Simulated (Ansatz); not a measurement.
A nudged elastic band was laid between two geometries of CH6AlClN2 (11 atoms, charge 0, multiplicity 1).

The calculation used Ansatz, RKS PBE0-D4/def2-SVP.

```
movable images  : 6
climbing image  : no
spring          : 5.0 eV/Å²
optimiser       : quadratic models (default)
start path      : through a guess of the saddle point
force threshold : 0.03 eV/Å
iteration limit : 60
end points      : relaxed
```

First end point:

```xyz
11
Properties=species:S:1:pos:R:3
Al 0.421 -0.311 0.838
N 1.969 -1.118 1.100
N -0.174 0.180 -0.754
C -1.421 0.837 -1.072
H 0.390 0.006 -1.579
Cl -0.793 0.106 2.512
H 2.638 -1.379 0.386
H 2.309 -1.391 2.015
H -2.003 1.005 -0.152
H -1.277 1.827 -1.545
H -2.060 0.239 -1.749
```

Last end point:

```xyz
11
Properties=species:S:1:pos:R:3
Al -0.053 -0.200 1.112
N 1.735 -0.906 0.565
N -0.530 0.322 -0.401
C -1.525 0.937 -1.199
H 1.571 -0.631 -0.417
Cl -0.206 -0.550 3.195
H 1.892 -1.913 0.621
H 2.569 -0.438 0.921
H -2.476 1.189 -0.683
H -1.166 1.890 -1.647
H -1.812 0.301 -2.065
```

Question: What changes between the two ends?

Answer: Bonds broken: N3–H5. Bonds formed: N2–H5.

Question: What energy profile does the band end with?

Answer: The forces met the threshold. The highest image is number 6 of 0 to 7, 52.2 kcal/mol above the first end and 0.2 kcal/mol above the last; the last end lies 52.0 kcal/mol above the first. Neighbouring images differ by up to 1.6 eV, so the band resolves the path poorly. No image climbed, so the highest image needn't sit at the top of the path. The orbitals stay closed-shell, which can raise the energy where a bond breaks towards radicals; this wasn't checked here.

| image | path coordinate (Å) | energy (kcal/mol) | N3–H5 (Å) | N2–H5 (Å) |
| --- | --- | --- | --- | --- |
| 0 | 0.00 | 0.0 | 1.02 | 3.31 |
| 1 | 0.73 | 0.8 | 1.02 | 3.20 |
| 2 | 1.45 | 3.9 | 1.02 | 3.00 |
| 3 | 2.18 | 7.5 | 1.02 | 2.72 |
| 4 | 2.90 | 14.7 | 1.03 | 2.25 |
| 5 | 3.63 | 52.1 | 1.35 | 1.47 |
| 6 | 4.36 | 52.2 | 2.16 | 1.04 |
| 7 | 5.08 | 52.0 | 2.31 | 1.03 |

Question: What is the geometry of the highest image?

Answer: 
```xyz
11
Properties=species:S:1:pos:R:3
Al -0.033 -0.123 1.159
N 1.688 -0.944 0.571
N -0.499 0.302 -0.393
C -1.479 0.911 -1.217
H 1.420 -0.682 -0.399
Cl -0.167 -0.313 3.261
H 1.806 -1.954 0.646
H 2.569 -0.500 0.829
H -2.523 0.842 -0.847
H -1.291 1.995 -1.375
H -1.491 0.467 -2.235
```

Time of the run: 2.8 min on 2 threads of Intel(R) Xeon(R) 6975P-C (Granite Rapids) (shared host), peak memory 0.28 GiB.
